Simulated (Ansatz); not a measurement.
Gas-phase electronic energies from Ansatz, PBE0-D4/def2-TZVP geometries. CCSD(T)/CBS is the MP2 limit (def2-TZVPP, def2-QZVPP) plus CCSD(T) − MP2 in def2-TZVPP, frozen cores. Functionals use def2-TZVPP. HSE06 is defined as in plane-wave codes. For Se outer-core shells are correlated without core-valence functions, which leaves a few kJ/mol of doubt a bond. Scalar relativity is left out up to krypton. One conformer a species, not always the lowest.

Consider the formal exchange of groups at the Si–C bond: `[SiH3]C[SiH2][SeH]` + `COCF` → `CO[SiH2][SeH]` + `FCC[SiH3]`.

```
             level  ΔE (eV)
           BLYP-D4    -0.78
          HSE06-D4    -0.71
              BLYP    -0.85
              PBE0    -0.74
         CAM-B3LYP    -0.87
RPA@PBE/def2-TZVPP    -0.79
     HF/def2-TZVPP    -0.94
     MP2/CBS(def2)    -0.84
```

**Question.** What does CCSD(T)/CBS give? (Estimate.)

**Answer.** Computed: -0.82 eV. The listed levels differ from it by 0.04, 0.11, -0.03, 0.08, -0.05, 0.03, -0.12, -0.02 eV.

Largest T1 diagnostic among the species: 0.011.

At CCSD(T), def2-SVP lies +0.14 eV from the extrapolated value and def2-TZVPP +0.03 eV. From BLYP to BHLYP (50 % exact exchange), in def2-TZVPP and without D4, ΔE moves by −0.05 eV. The D4 term adds +0.06 eV with B3LYP and +0.03 eV with PBE0; it sums over pairs of atoms, weighted by their polarisabilities, and B3LYP, whose exchange is more repulsive, gets the larger term.

B3LYP here is the variant with VWN-RPA as its local correlation; programs differ in this.
